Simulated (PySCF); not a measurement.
**Nuclear quadrupole coupling in `N[SiH2]O[SiH2]O[SiH3]`**

H9NO2Si3.
SMILES with atom numbers: `[NH2:1][SiH2:2][O:3][SiH2:4][O:5][SiH3:6]` (hydrogens: H7, H8 on N1; H9, H10 on Si2; H11, H12 on Si4; H13, H14, H15 on Si6)

Cartesian coordinates in Å at the GFN2-xTB level; atoms count from 1:
```xyz
15
H9NO2Si3 angstrom
N      3.163    0.097   -0.454
Si     1.541    0.559   -0.118
O      0.703   -0.809   -0.366
Si    -0.688   -1.550   -0.690
O     -1.943   -0.551   -0.477
Si    -2.622    0.808    0.078
H      3.900    0.770   -0.331
H      3.474   -0.820   -0.177
H      1.245    0.970    1.261
H      1.188    1.586   -1.094
H     -0.705   -1.910   -2.099
H     -0.808   -2.627    0.283
H     -3.093    0.534    1.436
H     -3.721    1.058   -0.853
H     -1.639    1.892    0.073
```

Field gradients from the PBE0/pcSseg-1 density (PySCF, non-relativistic), principal values in atomic units, ordered |Vxx| ≤ |Vyy| ≤ |Vzz|:

```csv
atom,Vxx,Vyy,Vzz
N1,0.3125,0.6337,-0.9463
O3,-0.3258,-0.6837,1.0096
O5,-0.4057,-0.6526,1.0583
```

Find the asymmetry η = (Vxx − Vyy)/Vzz and the couplings χ = eQV/h (234.96 MHz × Q in barn × V in au), with Q(14N) = 0.02044 b, Q(17O) = −0.0256 b.

```json
{"atom": "N1", "environment": "silicon-bound nitrogen", "nucleus": "14N", "η": "0.34", "χzz (MHz)": "-4.545", "χxx (MHz)": "1.501", "χyy (MHz)": "3.044"}
{"atom": "O3", "environment": "siloxane oxygen", "nucleus": "17O", "η": "0.35", "χzz (MHz)": "-6.07", "χxx (MHz)": "1.96", "χyy (MHz)": "4.11"}
{"atom": "O5", "environment": "siloxane oxygen", "nucleus": "17O", "η": "0.23", "χzz (MHz)": "-6.37", "χxx (MHz)": "2.44", "χyy (MHz)": "3.93"}
```

The tensor is traceless: Vxx + Vyy + Vzz = 0.

What is Vzz at O3 in SI units (1 au = 9.71736 × 10²¹ V/m²)?

1.0096 au = 9.810 × 10²¹ V/m².

And the gradient at the other heavy atoms, for which no coupling is worked out here?

```
atom           environment  Vzz (au)     η
 Si2  oxygen-bound silicon     0.507  0.51
 Si4  oxygen-bound silicon    -0.567  0.79
 Si6  oxygen-bound silicon     0.563  0.09
```

What couplings would deuterons (Q(2H) = 0.00286 b) have in place of the hydrogens, at this geometry?

```
atom  bonded to  bond length (Å)  Vzz (au)     η  χzz (kHz)
  H7         N1            1.006    0.4348  0.17        292
  H8         N1            1.007    0.4293  0.16        288
  H9        Si2            1.469    0.1534  0.02        103
 H10        Si2            1.460    0.1601  0.05        108
 H11        Si4            1.455    0.1633  0.01        110
 H12        Si4            1.456    0.1624  0.01        109
 H13        Si6            1.463    0.1591  0.02        107
 H14        Si6            1.462    0.1608  0.02        108
 H15        Si6            1.463    0.1586  0.05        107
```

One conformer (not necessarily the lowest) at the GFN2-xTB geometry, without solvent, vibrations or thermal averaging. GFN2-xTB frequencies show an imaginary mode (22i cm⁻¹), so this geometry is no minimum at that level. GFN2-xTB bond lengths can be off by several hundredths of an ångström, more for odd bonds, and the gradients follow them. The small basis limits the accuracy of the gradients.

The run behind these numbers computed NMR shieldings as well. On one thread of an Arm Neoverse N1, no GPU, shared host with 64 logical CPUs at a one-minute load of 59, this took 51 s of wall time (with the writing of density and orbital grids) and 0.75 GiB of memory at its peak.
